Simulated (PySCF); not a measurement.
Compound: CH₁₁NSSi₃.
Cartesian coordinates in Å at the PBE0-D3(BJ)/def2-SVP level; atoms count from 1:
```xyz
17
CH11NSSi3 angstrom
C      2.3601    0.4586    0.6442
S      1.6085    1.8338   -0.2863
Si    -0.0050    0.7857   -1.2148
N     -1.0093    0.0294    0.0014
Si    -1.2504   -1.7087   -0.0062
Si    -1.6270    1.0404    1.3045
H      1.6082   -0.0617    1.2538
H      3.1131    0.8994    1.3106
H      2.8535   -0.2559   -0.0295
H     -0.7228    1.8299   -1.9994
H      0.4709   -0.3131   -2.1105
H     -2.0981   -2.1534   -1.1540
H      0.0602   -2.4235   -0.0963
H     -1.9240   -2.0817    1.2736
H     -2.9634    0.5255    1.7271
H     -0.7237    1.0351    2.4960
H     -1.7639    2.4371    0.7988
```

Level of theory: TDDFT PBE0/def2-SVPD, vertical, gas phase, core orbitals frozen in the response (PySCF 2.14.0, density-fitted response routines).

Kohn–Sham orbitals with the atoms that hold most of them (Löwdin shares over 4%, at most four atoms; ? is withheld):

| orbital | ε (eV) | atoms |
| --- | --- | --- |
| LUMO+2 | 0.37 | Si5 17%, S2 17%, Si3 16%, Si6 7% |
| LUMO+1 | 0.08 | S2 29%, Si3 13%, Si5 10%, C1 10% |
| LUMO | -0.31 | ? |
| HOMO | ? | ? |
| HOMO-1 | -7.67 | N4 40%, S2 14%, Si6 8%, Si5 8% |
| HOMO-2 | -8.87 | S2 46%, Si3 13%, C1 10%, N4 7% |
| HOMO-3 | -9.42 | Si6 25%, H17 18%, Si5 12%, H15 11% |

Q: Which atoms hold the HOMO, and with what shares?

A: S2 (bonded to C and Si) 67%; C1 (bonded to S and 3 H) 10%; Si3 (bonded to N, S and 2 H) 7%; N4 (bonded to 3 Si) 5%.

Q: Give the leading atoms of the LUMO.

A: Si5 (bonded to N and 3 H) 17%; Si6 (bonded to N and 3 H) 14%; Si3 (bonded to N, S and 2 H) 12%; N4 (bonded to 3 Si) 8%. By element: silicon 43%, nitrogen 8%.

Q: What is the HOMO energy, and the HOMO–LUMO gap?

A: ε(HOMO) = -7.08 eV; the gap is 6.77 eV (0.2487 hartree).

Q: How does S1 compare with the orbital gap of 6.77 eV?

A: S1 is at 5.64 eV (f = 0.0079), 1.12 eV below the gap, made of HOMO→LUMO (55%), HOMO→LUMO+1 (36%). Without the coupling terms of the response equations the lowest excitation would equal the gap.

Next come S2 at 5.90 eV (f 0.019), HOMO→LUMO+1 (48%), HOMO→LUMO (33%), HOMO-1→LUMO (14%); S3 at 6.09 eV (f 0.0039), HOMO-1→LUMO (77%), HOMO→LUMO+1 (9%); S4 at 6.25 eV (f 0.042), HOMO→LUMO+2 (65%), HOMO→LUMO+3 (20%); S5 at 6.60 eV (f 0.0074), HOMO-1→LUMO+1 (47%), HOMO→LUMO+3 (34%), HOMO→LUMO+2 (10%).

One conformer stands for the species.
